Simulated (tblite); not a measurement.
Species: C7H12F (doublet state).
SMILES with atom numbers: `[CH3:1][CH2:2][C:3]1[C@@H:4]([CH3:5])[C@H:6]1[CH2:7][F:8]` (hydrogens: H9, H10, H11 on C1; H12, H13 on C2; H14 on C4; H15, H16, H17 on C5; H18 on C6; H19, H20 on C7)

Computed with GFN2-xTB (tblite), gas phase: L-BFGS steps from a force-field or distance-geometry start until the largest atomic force falls under 0.01 eV/Å.

Step 16: E = -700.2574 eV
```
atom  x, y, z in Å  |  force x, y, z in eV/Å
C1      2.3504   -1.4214   -0.6170   -0.006   0.044   0.040
C2      1.8423   -0.3148    0.3125   -0.012   0.008  -0.022
C3      0.4634    0.1224    0.0072   -0.002   0.007  -0.006
C4     -0.4574    1.0163    0.7192   -0.002   0.007   0.018
C5     -1.1782    2.1738    0.0613    0.013  -0.014  -0.009
C6     -0.8331   -0.4383    0.4250    0.013  -0.011   0.034
C7     -1.9365   -0.7868   -0.5405    0.029  -0.001  -0.003
F8     -3.1607   -0.6996    0.0901   -0.009   0.006  -0.035
H9      3.3430   -1.7377   -0.3003   -0.053  -0.028  -0.019
H10     2.4208   -1.0643   -1.6434   -0.072  -0.011   0.070
H11     1.6803   -2.2798   -0.5867    0.049   0.070  -0.023
H12     2.5151    0.5472    0.2675   -0.014  -0.031  -0.031
H13     1.8737   -0.6975    1.3478   -0.001   0.027  -0.052
H14    -0.2180    1.2456    1.7585    0.020  -0.001   0.020
H15    -1.3412    1.9996   -0.9988    0.018  -0.020   0.022
H16    -2.1419    2.3372    0.5443    0.040  -0.017  -0.046
H17    -0.5811    3.0792    0.1681   -0.023  -0.032   0.000
H18    -0.8246   -1.1280    1.2692   -0.024  -0.027   0.029
H19    -1.8437   -1.8233   -0.8834    0.012  -0.024   0.002
H20    -1.9776   -0.1193   -1.4038    0.026   0.048   0.011
```

Step 17: E = -700.2585 eV
```
atom  x, y, z in Å  |  force x, y, z in eV/Å
C1      2.3496   -1.4215   -0.6165   -0.005   0.046   0.024
C2      1.8430   -0.3143    0.3123   -0.017   0.005  -0.023
C3      0.4635    0.1216    0.0090   -0.008   0.019   0.032
C4     -0.4578    1.0160    0.7212    0.015   0.005   0.009
C5     -1.1778    2.1723    0.0609    0.022  -0.030   0.001
C6     -0.8325   -0.4383    0.4278    0.003  -0.017   0.012
C7     -1.9331   -0.7853   -0.5404   -0.017  -0.007  -0.014
F8     -3.1584   -0.6980    0.0883   -0.021   0.003  -0.024
H9      3.3415   -1.7383   -0.3001   -0.034  -0.029  -0.020
H10     2.4177   -1.0648   -1.6423   -0.053   0.003   0.042
H11     1.6808   -2.2801   -0.5896    0.025   0.055   0.002
H12     2.5144    0.5489    0.2630   -0.013  -0.044  -0.018
H13     1.8773   -0.6977    1.3472   -0.002   0.043  -0.047
H14    -0.2215    1.2464    1.7610    0.030  -0.005   0.012
H15    -1.3405    1.9979   -0.9979    0.019  -0.033  -0.021
H16    -2.1407    2.3353    0.5417   -0.012  -0.009  -0.017
H17    -0.5831    3.0777    0.1671    0.008   0.000   0.006
H18    -0.8292   -1.1282    1.2714   -0.007  -0.028   0.037
H19    -1.8422   -1.8218   -0.8841    0.022  -0.025   0.000
H20    -1.9760   -0.1171   -1.4029    0.044   0.047   0.007
```

**Question.** Estimate the geometry and energy of step 18. (The exact step hangs on the optimiser's Hessian estimate; all steps are aligned on step 17, rigid shifts and turns removed.)

**Answer.** E = -700.2594 eV, largest force 0.066 eV/Å
```
atom  x, y, z in Å  |  force x, y, z in eV/Å
C1      2.3489   -1.4208   -0.6157   -0.005   0.031   0.002
C2      1.8433   -0.3138    0.3118   -0.019   0.009  -0.016
C3      0.4635    0.1213    0.0111   -0.007   0.015   0.045
C4     -0.4578    1.0157    0.7230    0.017   0.003   0.011
C5     -1.1773    2.1707    0.0605    0.021  -0.033   0.006
C6     -0.8321   -0.4385    0.4302   -0.014  -0.023   0.001
C7     -1.9308   -0.7843   -0.5406   -0.039  -0.008  -0.014
F8     -3.1572   -0.6967    0.0863   -0.024  -0.001  -0.021
H9      3.3398   -1.7394   -0.3005   -0.008  -0.024  -0.015
H10     2.4144   -1.0652   -1.6408   -0.033   0.023   0.003
H11     1.6817   -2.2792   -0.5917   -0.011   0.024   0.023
H12     2.5139    0.5492    0.2590   -0.003  -0.032  -0.010
H13     1.8804   -0.6971    1.3459   -0.004   0.047  -0.023
H14    -0.2238    1.2470    1.7633    0.036  -0.006   0.005
H15    -1.3396    1.9957   -0.9976    0.023  -0.040  -0.046
H16    -2.1400    2.3336    0.5392   -0.045  -0.005   0.002
H17    -0.5847    3.0765    0.1664    0.029   0.020   0.009
H18    -0.8331   -1.1288    1.2739    0.006  -0.021   0.031
H19    -1.8407   -1.8210   -0.8847    0.025  -0.014  -0.002
H20    -1.9738   -0.1143   -1.4021    0.055   0.036   0.009
```

The energy changes by -0.0009 eV. The first-order estimate −F·Δx gives -0.0012 eV and the mean of the old and new forces, exact on a quadratic surface, -0.0009 eV. The step makes an angle of 59° with the force vector and moves no atom by more than 0.005 Å.

What follows is the cost of the whole relaxation. On one thread, Arm Neoverse V2 (aarch64), no GPU, shared host with 96 logical CPUs at a one-minute load of 22, this took 0.62 s of wall time.
